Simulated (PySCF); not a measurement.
1,1-difluoroethane cation (C2H4F2), SMILES C(F)(F)C (connectivity only; charge and spin as stated), charge +1, multiplicity 2. Atoms are numbered in the order given.

```xyz
8

C     -1.4949     0.1005     0.0000
C      0.1858    -0.3178     0.0000
F      0.7229     0.1217    -1.0726
F      0.7229     0.1217     1.0726
H     -1.3451     1.1945     0.0000
H     -1.8928    -0.3276    -0.9283
H     -1.8928    -0.3276     0.9283
H     -0.0278    -1.4253     0.0000
```
Charge +1, spin multiplicity 2.

Geometry: PBE0-D3(BJ)/def2-SVP. The spin state was assumed, not searched.

Two levels are set side by side: PBE/pcH-1 (PySCF) and PBE0/pcH-1 (PySCF). Contact hyperfine couplings, same geometry. Differences are taken from unrounded values.

```csv
quantity,PBE0,PBE,PBE minus PBE0
"A(iso) of 13C, atom C1 (MHz)",23.1,33.1,10.1
"A(iso) of 13C, atom C2 (MHz)",-37.4,-28.3,9.1
"A(iso) of 19F, atom F3 (MHz)",94.0,42.3,-51.7
"A(iso) of 19F, atom F4 (MHz)",94.0,42.3,-51.7
"A(iso) of 1H, atom H5 (MHz)",64.9,64.6,-0.3
"A(iso) of 1H, atom H6 (MHz)",-17.2,-15.1,2.1
"A(iso) of 1H, atom H7 (MHz)",-17.2,-15.1,2.1
"A(iso) of 1H, atom H8 (MHz)",313.4,319.4,6.0
```

Rough cost on one machine, each run with all the roots and properties that it gave: PBE0 against PBE within a factor of 2.
